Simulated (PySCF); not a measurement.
Sn(Cl)(NH2)3 (ClH6N3Sn), SMILES [NH2][Sn]([NH2])([NH2])[Cl].

Coordinates come from a B3LYP-D3(BJ)/def2-SVP optimisation. The def2 effective core potentials stand for the cores of Sn; spin–orbit coupling is left out. Other conformers were not sampled.

The numbers are results of B3LYP-D3(BJ)/def2-SVP (PySCF), not measurements.

Frequencies are harmonic and unscaled.

Modes within 1.5 cm⁻¹ of each other (mostly degenerate sets) share a row, with their intensities summed.

| mode | ν (cm⁻¹) | IR (km/mol) | moving atoms (share of kinetic energy) |
|---|---|---|---|
| 1–2 | 91 | 50.1 | N 45 %, H 32 %, Cl 18 % |
| 3–4 | 156 | 9.5 | N 50 %, H 31 %, Sn 16 % |
| 5 | 161 | 2.0 | N 60 %, H 20 %, Sn 15 % |
| 6–7 | 170 | 44.6 | H 66 %, N 23 %, Cl 8 % |
| 8 | 241 | 14.9 | H 93 % |
| 9 | 346 | 47.7 | Cl 76 %, Sn 20 % |
| 10 | 543 | 159.9 | N 78 %, H 17 % |
| 11–12 | 552 | 200.2 | N 61 %, H 33 % |
| 13–15 | 651 | 192.5 | H 58 %, N 32 %, Sn 10 % |
| 16 | 841 | 23.1 | H 90 %, N 9 % |
| 17–18 | 866 | 38.3 | H 89 %, N 10 % |
| 19–21 | 1534 | 39.4 | H 92 %, N 8 % |
| 22–24 | 3499 | 39.8 | H 96 % |
| 25–27 | 3595 | 47.3 | H 92 %, N 8 % |
